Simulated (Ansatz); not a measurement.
Calculated with Ansatz (gas phase, PBE0-D4/def2-TZVP geometries, no zero-point term in ΔE). CBS: MP2 limit from def2 TZ/QZ plus the TZ coupled-cluster correction, frozen cores. For Se outer-core shells are correlated without core-valence functions, which leaves a few kJ/mol of doubt a bond. Scalar relativity is left out up to krypton. One conformer a species, not always the lowest.

Reaction (substitution at a C–C bond): `CC[Se]BF` + `C=CN[SiH2]Cl` → `C=CN(C)[SiH2]Cl` + `C[Se]BF`

`CC[Se]BF`:

Cartesian coordinates in Å:
```
C 0.726 -0.661 -1.122
C 0.954 0.289 0.032
Se -0.491 1.604 0.242
B -1.771 0.540 1.196
F -1.509 -0.716 1.532
H 1.578 -1.339 -1.225
H 0.607 -0.122 -2.064
H -0.168 -1.266 -0.963
H 1.854 0.888 -0.108
H 1.042 -0.238 0.981
H -2.822 1.021 1.499
```

`C=CN[SiH2]Cl`:

```xyz
11

C    -0.659   -2.068   -0.047
C     0.080   -0.965   -0.113
N    -0.396    0.336   -0.195
Si    0.549    1.751   -0.013
Cl    0.936    2.254    1.949
H    -0.184   -3.038   -0.009
H    -1.743   -2.035   -0.033
H     1.165   -1.036   -0.121
H    -1.402    0.413   -0.170
H    -0.210    2.874   -0.600
H     1.863    1.514   -0.647
```

`C=CN(C)[SiH2]Cl`:

Cartesian coordinates in Å:
```
C 1.764 1.262 -0.305
C 1.198 0.069 -0.123
N -0.158 -0.212 -0.112
C -1.066 0.899 -0.301
Si -0.752 -1.738 0.398
Cl -1.201 -1.806 2.410
H 1.194 2.171 -0.447
H 2.842 1.342 -0.315
H 1.826 -0.807 0.022
H -2.097 0.539 -0.307
H -0.965 1.641 0.499
H -0.869 1.394 -1.257
H -2.020 -2.011 -0.310
H 0.304 -2.742 0.150
```

`C[Se]BF`:

Cartesian coordinates in Å:
```
C 0.761 0.940 0.517
Se -0.387 0.669 -1.036
B -0.947 -1.132 -0.668
F -1.772 -1.735 -1.507
H 0.768 0.033 1.117
H 1.767 1.168 0.172
H 0.370 1.771 1.100
H -0.561 -1.715 0.305
```

| species | SCS-MP2/def2-QZVPP energy (Eh) |
| --- | --- |
| `CC[Se]BF` | -2604.68952 |
| `C=CN[SiH2]Cl` | -883.19135 |
| `C=CN(C)[SiH2]Cl` | -922.42012 |
| `C[Se]BF` | -2565.45036 |

Work out ΔE.

ΔE = (-922.42012) + (-2565.45036) − (-2604.68952) − (-883.19135) = 0.01039 Eh = +0.28 eV. CCSD(T)/CBS gives +0.29 eV.

Largest T1 diagnostic among the species: 0.012.

In def2-TZVPP, CCSD(T) changes the Hartree–Fock value by −0.07 eV (the triples alone add −0.02 eV) and MP2 by −0.07 eV. The D4 term adds −0.04 eV with B3LYP and −0.02 eV with PBE0; it sums over pairs of atoms, weighted by their polarisabilities, and B3LYP, whose exchange is more repulsive, gets the larger term.

B3LYP here is the variant with VWN-RPA as its local correlation; programs differ in this.
